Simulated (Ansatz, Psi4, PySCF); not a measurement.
C₃H₅ (SMILES [CH]1CC1), doublet, geometry from GFN2-xTB. Base run: MP2/def2-SVPD (PySCF).

PySCF was given this input:
```python
from pyscf import gto, scf, mp

mol = gto.M(
    atom='''
C    -0.010119    0.884815   -0.037771
C     0.763151   -0.350676    0.056893
C    -0.755227   -0.368292    0.051022
H    -0.016347    1.664921   -0.767964
H     1.314627   -0.706453   -0.807718
H     1.252008   -0.593943    0.991133
H    -1.245517   -0.622918    0.981477
H    -1.291599   -0.736689   -0.817794
''',
    basis='def2-svpd',
    charge=0,
    spin=1,
    verbose=4,
)

mf = scf.UHF(mol)
mf.kernel()

pt = mp.MP2(mf)
pt.kernel()
print('E(MP2) = %.10f' % pt.e_tot)
```

The same geometry, method and basis name were run in Ansatz (a program for electronic structure) and Psi4 and PySCF, at each program's defaults and at the settings that a row names. The base is PySCF at its defaults. Differences at the defaults can come from grids, fitting, cores and function types together.

```csv
code and settings,ΔE vs base (mEh),basis functions,E (Eh),SCF cycles
"PySCF, defaults (exact integrals, spherical functions, all electrons correlated)",0.000,100,-116.75077,12
"Psi4, defaults (density fitting with its default set, spherical functions, all electrons correlated)",0.170,100,-116.75060,14
"Ansatz, defaults (factorised integrals, spherical functions, frozen core)",10.438,100,-116.74033,-
"PySCF, frozen core",10.438,100,-116.74033,12
"Psi4, exact integrals, spherical functions, frozen core",10.438,100,-116.74033,14
"Ansatz, high accuracy, frozen core",10.438,100,-116.74033,-
```

Open shells are given as the SCF converged; they aren't shown to be the lowest states, and a large step between rows can be another state.
